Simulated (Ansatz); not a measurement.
Consider the cleavage of the Si–Al bond: `N[SiH2][AlH][SeH]` + PH₃ → `N[SiH2]P` + `[AlH2][SeH]`.

Calculated with Ansatz (gas phase, PBE0-D4/def2-TZVP geometries, no zero-point term in ΔE). CBS: MP2 limit from def2 TZ/QZ plus the TZ coupled-cluster correction, frozen cores. This one scheme is used for every species. DFT in def2-TZVPP. B3LYP here is the variant with VWN-RPA as its local correlation; programs differ in this. For Se outer-core shells are correlated without core-valence functions, which leaves a few kJ/mol of doubt a bond. Scalar relativity is left out up to krypton. Each species was taken in one conformer, which may not be the lowest.

`N[SiH2][AlH][SeH]`:

```xyz
10

N     1.065   -1.671    0.345
Si   -0.542   -1.056    0.576
Al   -0.858    1.249   -0.235
Se    1.101    2.105   -1.158
H     1.816   -1.252    0.873
H     1.373   -1.855   -0.597
H    -0.844   -1.137    2.035
H    -1.474   -1.984   -0.130
H    -2.131    2.199   -0.225
H     0.495    3.403   -1.485
```

PH₃:

Z-matrix (Å, degrees):
```
P
H 1 1.420
H 1 1.420 2 93.1
H 1 1.420 2 93.1 3 93.3
```

`N[SiH2]P`:

```xyz
9

N    -0.075   -1.512    0.430
Si   -0.480   -0.043   -0.363
P     0.351    1.664    0.858
H     0.884   -1.794    0.544
H    -0.684   -2.309    0.352
H    -1.964    0.044   -0.375
H    -0.008    0.060   -1.777
H     1.696    1.309    0.556
H     0.280    2.581   -0.226
```

`[AlH2][SeH]`:

```xyz
5

Al    0.427   -0.530    0.177
Se   -0.124    1.654   -0.351
H     1.951   -0.813    0.483
H    -0.711   -1.626    0.210
H    -1.543    1.315   -0.518
```

```csv
level,ΔE (kcal/mol)
B3LYP-D4,-4.7
ωB97X-V,-5.5
MP2/def2-TZVPP,-6.5
CCSD/CBS(def2),-5.6
```

**Question.** What does CCSD(T)/CBS give? (An estimate is asked.)

**Answer.** Ansatz gave: -5.5 kcal/mol. The listed levels differ from it by 0.8, 0.0, -1.0, -0.1 kcal/mol.

Largest T1 diagnostic among the species: 0.013.

From PBE to PBE0 (25 % exact exchange), in def2-TZVPP and without D4, ΔE moves by −1.0 kcal/mol.
